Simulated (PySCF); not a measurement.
**Dipole response of La (lanthanum, neutral)**

[Xe] 5d2 6s1, high-spin 4F determinant (an excited configuration). Computed with PySCF 2.14 in def2-QZVPPD with the def2 core potential (46 electrons) (7s5p4d3f2g, 81 functions), with scalar relativity through the core potential. Coupled (time-dependent) response in atomic units; α is the mean over directions.

| method | mean α (bohr³) | C₆ (like pair) | S(−4) |
| --- | --- | --- | --- |
| UHF | 314.4 | 5640 | 68200 |
| PBE | 192.2 | 2917 | 26270 |
| PBE0 | 208.8 | 3268 | 29640 |
| BLYP | 185.3 | 2750 | 25700 |

S(−4) is the Cauchy moment in α(ω) = α(0) + S(−4) ω² + …

Spin-orbit coupling is absent.

α(iu) at PBE:

```json
{"u (hartree)": "0", "α(iu) (bohr³)": "192.2"}
{"u (hartree)": "0.0500", "α(iu) (bohr³)": "146.9"}
{"u (hartree)": "0.100", "α(iu) (bohr³)": "94.05"}
{"u (hartree)": "0.200", "α(iu) (bohr³)": "47.90"}
{"u (hartree)": "0.300", "α(iu) (bohr³)": "30.85"}
{"u (hartree)": "0.500", "α(iu) (bohr³)": "17.14"}
{"u (hartree)": "0.750", "α(iu) (bohr³)": "10.40"}
{"u (hartree)": "1.00", "α(iu) (bohr³)": "7.094"}
{"u (hartree)": "1.50", "α(iu) (bohr³)": "3.906"}
{"u (hartree)": "2.00", "α(iu) (bohr³)": "2.447"}
{"u (hartree)": "3.00", "α(iu) (bohr³)": "1.201"}
{"u (hartree)": "5.00", "α(iu) (bohr³)": "0.4602"}
```

Energies and moments cover only the electrons outside the core potential. Spin-orbit coupling, absent here, splits the open shell strongly.
